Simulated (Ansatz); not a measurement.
Input file for Ansatz (a first-principles code): R-r2SCAN/def2-TZVPP on CH6InN (SMILES C[NH][InH2]), a point of a bond scan (R = 1.009 Å). Elements past Kr take the def2 small-core potentials; no spin–orbit coupling.

Ansatz 0.2 input:
```yaml
crystal:
  periodic: [false, false, false]
  atoms:
    - {symbol: In, position_ang: [-0.03752919, 0.10487719, 0.63130161]}
    - {symbol: H, position_ang: [-1.34881149, 0.75491230, 1.52746469]}
    - {symbol: H, position_ang: [1.51703095, -0.44616652, 1.11044164]}
    - {symbol: N, position_ang: [-0.36976692, -0.04668679, -1.36186146]}
    - {symbol: C, position_ang: [0.52710559, -0.54983309, -2.38579940]}
    - {symbol: H, position_ang: [-1.25724968, 0.25344312, -1.73687744]}
    - {symbol: H, position_ang: [0.76606523, 0.20772366, -3.14278509]}
    - {symbol: H, position_ang: [0.11691729, -1.42177248, -2.91066943]}
    - {symbol: H, position_ang: [1.47071274, -0.86131651, -1.93352653]}
basis:
  gaussian:
    orbitals: def2-TZVPP
    pivot_positions_ang: [[-0.03752919, 0.10487719, 0.63130161], [-1.34881149, 0.75491230, 1.52746469], [1.51703095, -0.44616652, 1.11044164], [-0.36976692, -0.04668679, -1.36186146], [0.52710559, -0.54983309, -2.38579940], [-1.25724968, 0.25344312, -1.73687744], [0.76606523, 0.20772366, -3.14278509], [0.11691729, -1.42177248, -2.91066943], [1.47071274, -0.86131651, -1.93352653]]
hamiltonian:
  xc: {name: r2SCAN}
scf: {lower_state_search: off}
output: {orbitals: {seedname: ./end}}
```

It printed:

```
WARN ansatz: RAYON_NUM_THREADS=1 ignored (pool sized by the plan → 1); use --threads N
Functional definition: r2SCAN
these checks for a lower state are left out or cut short: stability, starts, cluster_reference, orbital_swaps, neighbouring_geometries, increment
integrals: 0.10 GiB planned
1077 factors; their error is unknown
mean field: 0.77 GiB planned
mean field evaluation 1: about -7787.5086 eV, gradient 7.4e1 eV
mean field evaluation 2: about -7717.6217 eV, gradient 1.6e2 eV
mean field evaluation 4: about -7799.1024 eV, gradient 1.3e1 eV
mean field evaluation 8: about -7799.4474 eV, gradient 2.1e-1 eV
mean field evaluation 16: about -7799.4293 eV, gradient 2.7e-4 eV
mean field -7799.42927038 eV, -286.6237390434 hartree, gradient 5.0e-6 eV, S^2 0.000000; 0 other end points of the search recorded, 0 dependent functions left out
reference -7799.42928945 eV, -286.6237397441 hartree; 20, 20 occupied and 176, 176 virtual orbitals, 1077 factors
Total energy: -7799.42928945 eV, -286.6237397441 hartree
Checks for a lower state left out: stability, starts, cluster_reference, orbital_swaps, neighbouring_geometries, increment
```

The calculation finished and met its thresholds.

Cost: around 2.7 core-seconds (rough).
